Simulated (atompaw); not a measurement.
**How hard is this antimony (Sb) PAW (atompaw) potential?**

```
Element                 : Sb
Generator               : atompaw 4.2.0.5
Type                    : PAW
Functional              : PBE
Relativity              : scalar-relativistic
Frozen core             : [Ar] 3d10
Valence charge          : 23
Reference configuration : 4s2 4p6 4d10 5s2 5p3
Partial waves           : 4s (bound): rc 1.00 bohr; 5s (bound): rc 1.35 bohr; 4p (bound): rc 1.20 bohr; 5p (bound): rc 1.35 bohr; 4d (bound): rc 1.35 bohr; 4d channel at -0.3 Ry: rc 1.35 bohr
Local potential         : bessel scheme, radius 1.30 bohr
Core correction         : smooth core density matched at 1.15 bohr
Augmentation charge     : sinc compensation charge, radius 1.00 bohr; PAW radius 1.35 bohr; waves and projectors: custom rrkj vanderbiltortho
```

The pseudo-atom Hamiltonian at the reference potential is diagonalised in spherical Bessel functions j_l(qr) that vanish at 20 bohr, with q² up to the cutoff. All-electron valence levels (Ry): 4s -10.9391, 5s -0.9431, 4p -7.4812, 5p -0.3549, 4d -2.4628.

Task: How do the lowest levels (Ry) of each channel move with the cutoff, and are there ghosts?

Result:

```tsv
cutoff (Ry)	s #1	s #2	s #3	p #1	p #2	d #1	f #1	f #2	Σ f·Δε (mRy)
8	-9.5401	-0.5938	-0.0106	-4.4155	-0.1024	-0.1371	0.1091	0.2294	45906.5
12	-10.3697	-0.7280	-0.0204	-5.8619	-0.1657	-0.5356	0.1091	0.2294	31125.2
21	-10.8335	-0.8514	-0.0293	-7.0753	-0.2433	-1.5733	0.1091	0.2294	12060.8
30	-10.9040	-0.8960	-0.0325	-7.3704	-0.2782	-2.1206	0.1091	0.2294	4482.5
40	-10.9293	-0.9301	-0.0350	-7.4478	-0.3010	-2.4000	0.1091	0.2294	1036.3
50	-10.9362	-0.9412	-0.0358	-7.4749	-0.3272	-2.4552	0.1091	0.2294	207.6
70	-10.9385	-0.9427	-0.0359	-7.4799	-0.3533	-2.4616	0.1091	0.2294	28.0
90	-10.9385	-0.9430	-0.0359	-7.4807	-0.3542	-2.4625	0.1091	0.2294	10.2
110	-10.9386	-0.9431	-0.0359	-7.4812	-0.3547	-2.4628	0.1091	0.2294	3.4
160	-10.9389	-0.9431	-0.0359	-7.4813	-0.3548	-2.4629	0.1091	0.2294	0.8
200	-10.9389	-0.9431	-0.0359	-7.4813	-0.3548	-2.4629	0.1091	0.2294	0.5
400	-10.9389	-0.9431	-0.0359	-7.4813	-0.3548	-2.4629	0.1091	0.2294	0.0
```

Result: no extra level below or beside the all-electron valence levels (s, p, d, f tested); 10 mRy is reached at 100 Ry and 1 mRy at 160 Ry.
